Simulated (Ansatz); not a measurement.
A series at B: from `BrB(Br)Br`, ligands are replaced one by one, each step taking up HCl and setting free HBr; n counts the steps. Ansatz, PBE0-D4/def2-TZVP geometries.

```tsv
n	molecule	HOMO energy, ωB97M-V/def2-TZVPP (eV)
0	`BrB(Br)Br`	-10.50
1	`ClB(Br)Br`	-10.65
2	`ClB(Cl)Br`	-10.87
3	`ClB(Cl)Cl`	?
```

**Question.** By hand: fit a straight line y = ȳ + b (n − n̄) to the 3 given rows and predict n = 3.

**Answer.** n̄ = 1.000, ȳ = -10.673; Σ(n − n̄)(y − ȳ) = -0.370, Σ(n − n̄)² = 2.000, so b = -0.185 eV a step. Prediction: -10.673 + (-0.185) × (2.000) = -11.04 eV.

**Question.** By hand: compare with the computed value, -11.34 eV, and give the steps along the whole series.

**Answer.** The line misses by -0.30 eV (computed minus predicted). Steps: -0.15, -0.22, -0.47 eV.

The steps grow at each stage, from -0.15 to -0.47 eV, so the series is curved and an end member is harder to predict than an inner one. The highest orbital can change its character along such a series. The miss is 35.7 % of the series' range.

Spin–orbit coupling is left out; it splits and shifts lone-pair levels of the heavy atoms by tenths of an eV.
